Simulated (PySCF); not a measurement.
**AlSb: one state, many levels of theory**

State: ³Σ⁻ (triplet), unpaired electrons π ↑↑. Set-up: PySCF, scalar-relativistic core potentials, basis sets Al cc-pV(D+d)Z, Sb cc-pVDZ-PP with ECP28. De refers to Al + Sb in their high-spin ground configurations, without counterpoise correction. The functionals are run spin-unrestricted. A positive dipole means Al(−)Sb(+).

```tsv
Level	Re (Å)	ωe (cm⁻¹)	De (eV)	μ (D)	CPU s a point (SCF and correlation, without the integrals)
UHF	2.790	247	0.75	-1.40	0.17
UHF-MP2	2.770	257	1.35	n/a	0.27
UHF-SCS-MP2	2.782	252	1.31	n/a	n/a
UHF-CCSD	2.782	250	1.32	n/a	n/a
UHF-CCSD(T)	2.785	248	1.39	n/a	3.6
PBE	2.784	246	1.96	-0.59	0.7
revPBE	2.797	242	1.80	-0.60	0.48
r²SCAN	2.765	251	1.82	-0.67	0.91
M06-L	2.769	249	2.06	-0.31	0.88
PBE0	2.758	255	1.84	-0.79	1.3
M06-2X	2.764	253	1.74	-1.43	0.97
LC-ωPBE	2.711	273	1.66	-0.86	1.2
```

Problem. Which functional lies closest to UHF-CCSD(T) in De, which farthest, and by how much do they differ from it?

Solution. Closest is LC-ωPBE (-7.4 pm in Re, +10.1 % in ωe, +0.27 eV in De against UHF-CCSD(T) in the same basis), farthest M06-L (-1.6 pm in Re, +0.4 % in ωe, +0.67 eV in De). CCSD(T) converges more slowly with the basis than the functionals do and binds too weakly in this one, so the order can change at the basis-set limit.

Problem. What does a quarter of exact exchange do here, going from PBE to PBE0?

Solution. PBE0 less PBE: -2.6 pm in Re, +3.7 % in ωe, -0.12 eV in De. Exact exchange removes part of the self-interaction that spreads semilocal densities, and in most molecules shortens and stiffens the bond and lowers De; so it does here.

Problem. What does the step from GGA to meta-GGA do here, going from PBE to r²SCAN?

Solution. r²SCAN less PBE: -1.9 pm in Re, +2.0 % in ωe, -0.14 eV in De. 

Correlated steps freeze 9 core orbitals. Correlated levels converge slowly with the basis: in double zeta they bind strong bonds too weakly, by up to about 1 eV, and carry superposition errors of some tenths. Spin–orbit coupling is left out, which matters for elements this heavy, above all for dissociation energies. The state was picked by a PBE0 search and need not be the measured ground state.

The whole job (state search and all levels along the bond) took about 2.6 min on 1 thread of Intel Xeon Platinum 8375C @ 2.90GHz (shared host), peak memory 0.55 GiB.
